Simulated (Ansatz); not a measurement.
`CB(Cl)N=C=O` + H₂Se → `CB(Cl)[SeH]` + `N=C=O` at 298.15 K and 1 bar (ligand exchange at a B–N bond).

Calculated with Ansatz (gas phase, PBE0-D4/def2-TZVP geometries, no zero-point term in ΔE). CCSD(T)/CBS adds triple-zeta CCSD(T) − MP2 to the extrapolated MP2 energy (def2 sets, frozen cores). This one scheme is used for every species. For Se outer-core shells are correlated without core-valence functions, which leaves a few kJ/mol of doubt a bond. Scalar relativity is left out up to krypton. Each species was taken in one conformer, which may not be the lowest.

| species | CCSD(T)/CBS energy (Eh) | H − E (kJ/mol) | S (J/(mol·K)) |
| --- | --- | --- | --- |
| `CB(Cl)N=C=O` | -692.44878 | 167.7 | 363.0 |
| H₂Se | -2401.89790 | 45.8 | 219.1 |
| `CB(Cl)[SeH]` | -2925.81492 | 150.6 | 334.6 |
| `N=C=O` | -168.51995 | 67.5 | 238.3 |

H − E and S are ideal-gas, rigid-rotor, harmonic terms from PBE0-D4/def2-TZVP, for one conformer and one mirror image of each species. 1 Eh = 2625.50 kJ/mol, R = 8.31446 J/(mol·K).

Task: By hand: ΔE, ΔH, ΔS and ΔG.

Result: ΔE = (-2925.81492) + (-168.51995) − (-692.44878) − (-2401.89790) = 0.01181 Eh = 31.0 kJ/mol. Δ(H − E) = 150.6 + 67.5 − 167.7 − 45.8 = 4.6, so ΔH = 35.6 kJ/mol. ΔS = 334.6 + 238.3 − 363.0 − 219.1 = -9.2 J/(mol·K). ΔG = 35.6 − 298.15 × (-9.2)/1000 = 38.3 kJ/mol.

Task: By hand: the equilibrium constant, and the temperature at which ΔG would vanish if ΔH and ΔS stayed fixed.

Result: log₁₀ K = −ΔG/(RT ln 10) = -6.7. ΔH and −TΔS have one sign here, so there is no such temperature.

The number of gas molecules stays the same, so ΔS is small and ΔH decides. A doubt of 5 kJ/mol in ΔE shifts log₁₀ K by 0.9 here. Other conformers and mirror images would add mixing entropy, several J/(mol·K) or more a flexible species. Modes under 60 cm⁻¹, often nearly free rotors, make the harmonic entropy too high. These are equilibria of isolated gas molecules and say nothing of rates. Largest T1 diagnostic: 0.018 (customary marks: 0.02 for closed shells, 0.045 for open ones).

ΔS is within the doubt of such terms, so its sign, and with it that verdict, could turn.
